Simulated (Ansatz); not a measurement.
Start from `FCC(F)F` and change one atom or group to get `O[SiH2]C(F)F`.

Ansatz, PBE0-D4/def2-TZVP geometries, multiplicity 1. Each molecule was computed in one conformer, which needn't be the lowest.

```
                                          property  `FCC(F)F`
           HOMO–LUMO gap (ωB97M-V/def2-TZVPP) / eV      15.25
size of the dipole moment (ωB97M-V/def2-TZVPP) / D       1.50
             HOMO–LUMO gap (B3LYP/def2-TZVPP) / eV      10.55
    size of the dipole moment (PBE/def2-TZVPP) / D       1.38
               LUMO energy (B3LYP/def2-TZVPP) / eV       1.02
  size of the dipole moment (B3LYP/def2-TZVPP) / D       1.50
```

Question: What does the change do to each property? (Best estimate.)

Answer: Computed: 
| property | `O[SiH2]C(F)F` | shift |
| --- | --- | --- |
| HOMO–LUMO gap (ωB97M-V/def2-TZVPP) / eV | 12.31 | -2.94 |
| size of the dipole moment (ωB97M-V/def2-TZVPP) / D | 1.27 | -0.23 |
| HOMO–LUMO gap (B3LYP/def2-TZVPP) / eV | 7.83 | -2.72 |
| size of the dipole moment (PBE/def2-TZVPP) / D | 1.17 | -0.21 |
| LUMO energy (B3LYP/def2-TZVPP) / eV | -0.42 | -1.44 |
| size of the dipole moment (B3LYP/def2-TZVPP) / D | 1.25 | -0.25 |

With PBE0 the HOMO rises by 1.29 eV and the LUMO falls by 1.51 eV, so the gap narrows by about 2.80 eV. PBE moves the HOMO by 1.08 eV and ωB97M-V by 1.40 eV. Dipoles are sizes alone; their direction can turn.

B3LYP here is the variant with VWN-RPA as its local correlation; programs differ in this.
